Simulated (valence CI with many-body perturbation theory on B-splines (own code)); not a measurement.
**Kr5+: what the settings do**

Calculated by configuration interaction combined with many-body perturbation theory (CI+MBPT): three valence electrons over a frozen Dirac-Fock core [Ar] 3d10, radial functions for each j: 6 s, 6 p, 5 d, 3 f, 1 g, with the one-electron correlation potential Σ1, the two-electron term Σ2, the three-electron term Σ3, Breit, model QED; selected CI, second order for the rest, scaled by the run's own slope (own B-spline code, finite nucleus).

Against 19 measured levels this calculation errs by 179 cm⁻¹ on average and by 363 at most. These come from a selection out of Saloman, J. Phys. Chem. Ref. Data 36, 215 (2007). Levels without a partner in it may be off by more.

The reference run has the lowest level 4s2 4p 2P°_1/2 and an ionisation energy of 78.4049 eV. Its largest variational space holds 4194 state functions.

| Level | Reference (cm⁻¹) | Shift (cm⁻¹) |
| --- | --- | --- |
| 4s2 4p 2P°_3/2 | 8100 | -0.6 |
| 4s 4p2 4P_1/2 | 107524 | -34 |
| 4s 4p2 4P_3/2 | 110874 | -35 |
| 4s 4p2 4P_5/2 | 115164 | -34 |
| 4s 4p2 2D_3/2 | 141545 | -11 |
| 4s 4p2 2D_5/2 | 142597 | -12 |
| 4s 4p2 2S_1/2 | 170198 | +27 |
| 4s 4p2 2P_1/2 | 180515 | +19 |
| 4s 4p2 2P_3/2 | 184015 | +15 |
| 4s2 4d 2D_3/2 | 222259 | +3.9 |
| 4s2 4d 2D_5/2 | 223181 | +4.0 |
| 4s2 5s 2S_1/2 | 275424 | -26 |

The ionisation energy moves by -0.0042 eV.

(1) Which of these changes was made?
A. correlating orbitals by l 3 3 3 2 1 → 4 4 0 0 0
B. screening of Σ1 on → off
C. highest l in the core sums 6 → 2
D. hole-hole ladder in Σ2 on → off

Results:

(1) D. hole-hole ladder in Σ2 on → off.
